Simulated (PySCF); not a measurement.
A geometry optimisation on `CC=C=C=C=C(C)Br`.

Method: PBE0-D3(BJ)/def2-SVP geometry optimisation, gas phase (PySCF 2.14.0). Start geometry: GFN2-xTB. The input is one job of a driver script: a line of settings, then coordinates in Å.

Input:
```
{"job": {"xc": "PBE0", "basis": "def2-SVP", "d3": "d3bj", "grid": 2, "kind": "geom"}, "charge": 0, "multiplicity": 1}
C     -3.540717     0.585187    -0.211339
C     -2.597057    -0.411447     0.379617
C     -1.295468    -0.295307     0.364753
C     -0.033853    -0.159911     0.353441
C      1.232464    -0.066348     0.296581
C      2.526019     0.075313     0.318059
C      3.506327    -0.394400    -0.698002
Br     3.340670     0.998878     1.832436
H     -4.215184     0.959197     0.559260
H     -4.148738     0.107512    -0.980204
H     -3.003794     1.421995    -0.650526
H     -3.049475    -1.280689     0.843227
H      4.061047     0.450975    -1.106515
H      4.224628    -1.075878    -0.241052
H      2.988717    -0.907090    -1.506132
```

Output:
```
step   0  E = -2843.86899019  max force = 0.017649
step   1  E = -2843.86987722  max force = 0.006618
step   2  E = -2843.87088390  max force = 0.001980
step   3  E = -2843.87105233  max force = 0.003208
step   4  E = -2843.87114119  max force = 0.001530
step   5  E = -2843.87118080  max force = 0.000778
step   6  E = -2843.87122644  max force = 0.000602
step   7  E = -2843.87125008  max force = 0.000367
step   8  E = -2843.87126085  max force = 0.000376
optimisation converged
```

Energies in Eh; «max force» is the largest Cartesian gradient component in Eh/bohr.

Question: How much energy does the optimisation release, in eV?

Answer: E(step 0) − E(last step) = 0.002271 Eh, which is 0.062 eV.

Summary of the converged run: final energy -2843.87126 Eh after 8 steps; dipole 2.16 D.

Question: Where do the atoms end?

Answer: 0.048 Å rms from the input after alignment:
```
atom  x, y, z in Å
C1    -3.6155    0.4776   -0.2389
C2    -2.6131   -0.3721    0.4754
C3    -1.3043   -0.2189    0.4201
C4    -0.0325   -0.0671    0.3657
C5     1.2411    0.0707    0.3070
C6     2.5473    0.2102    0.2587
C7     3.4834   -0.4304   -0.7101
Br8    3.3875    1.3418    1.5476
H9    -4.3127    0.9391    0.4799
H10   -4.2250   -0.1362   -0.9229
H11   -3.1320    1.2742   -0.8195
H12   -3.0037   -1.1916    1.0960
H13    4.0524    0.3346   -1.2618
H14    4.2119   -1.0650   -0.1808
H15    2.9244   -1.0480   -1.4263
```

Hardware: one thread, Intel Xeon Platinum 8259CL at 2.50 GHz (x86_64), on a shared host. Cost: 2.7 min wall, 0.83 GiB resident at most.
Labels such as C1 count atoms from 1, the log's own numbers from 0.
